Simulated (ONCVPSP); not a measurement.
Reading a pseudo-wave (fluorine (F))

Columns: radius, all-electron u(r) and pseudo u(r) of the 2p shell (level -19.40 eV) of fluorine in the configuration [He] 2s2 2p4.5; LDA (Perdew-Zunger), scalar-relativistic, ONCV scheme, ONCVPSP 4.0.1.

```json
{"r (bohr)": "0.088", "all-electron": "0.1181", "pseudo": "0.0333"}
{"r (bohr)": "0.175", "all-electron": "0.3295", "pseudo": "0.1266"}
{"r (bohr)": "0.262", "all-electron": "0.5336", "pseudo": "0.2668"}
{"r (bohr)": "0.350", "all-electron": "0.6985", "pseudo": "0.4366"}
{"r (bohr)": "0.438", "all-electron": "0.8151", "pseudo": "0.6118"}
{"r (bohr)": "0.525", "all-electron": "0.8871", "pseudo": "0.7694"}
{"r (bohr)": "0.612", "all-electron": "0.9237", "pseudo": "0.8950"}
{"r (bohr)": "0.700", "all-electron": "0.9329", "pseudo": "0.9794"}
{"r (bohr)": "0.788", "all-electron": "0.9216", "pseudo": "1.0180"}
{"r (bohr)": "0.875", "all-electron": "0.8962", "pseudo": "1.0150"}
{"r (bohr)": "0.962", "all-electron": "0.8613", "pseudo": "0.9791"}
{"r (bohr)": "1.050", "all-electron": "0.8198", "pseudo": "0.9203"}
{"r (bohr)": "1.138", "all-electron": "0.7748", "pseudo": "0.8499"}
{"r (bohr)": "1.225", "all-electron": "0.7287", "pseudo": "0.7781"}
{"r (bohr)": "1.312", "all-electron": "0.6823", "pseudo": "0.7103"}
{"r (bohr)": "1.400", "all-electron": "0.6360", "pseudo": "0.6490"}
{"r (bohr)": "1.487", "all-electron": "0.5915", "pseudo": "0.5962"}
{"r (bohr)": "1.575", "all-electron": "0.5483", "pseudo": "0.5493"}
{"r (bohr)": "1.662", "all-electron": "0.5075", "pseudo": "0.5076"}
{"r (bohr)": "1.750", "all-electron": "0.4684", "pseudo": "0.4684"}
{"r (bohr)": "1.838", "all-electron": "0.4317", "pseudo": "0.4317"}
{"r (bohr)": "1.925", "all-electron": "0.3976", "pseudo": "0.3976"}
{"r (bohr)": "2.012", "all-electron": "0.3657", "pseudo": "0.3657"}
{"r (bohr)": "2.100", "all-electron": "0.3356", "pseudo": "0.3356"}
{"r (bohr)": "2.188", "all-electron": "0.3077", "pseudo": "0.3077"}
{"r (bohr)": "2.275", "all-electron": "0.2821", "pseudo": "0.2821"}
```

(1) How many radial nodes do the two functions have?

(2) At about which radius was the pseudo-wave matched?

(3) Is the pseudo-wave norm-conserving?

Answers

(1) The all-electron 2p function has n − l − 1 = 0; the pseudo-wave has 0.

(2) 1.75 bohr. The columns agree to 0.0005 from 1.66 bohr on; several derivatives are matched, so the curves merge somewhat inside the radius.

(3) Yes: the ONCV scheme keeps the norm inside the radius equal to the all-electron one, which fixes the energy derivative of the logarithmic derivative at the level.
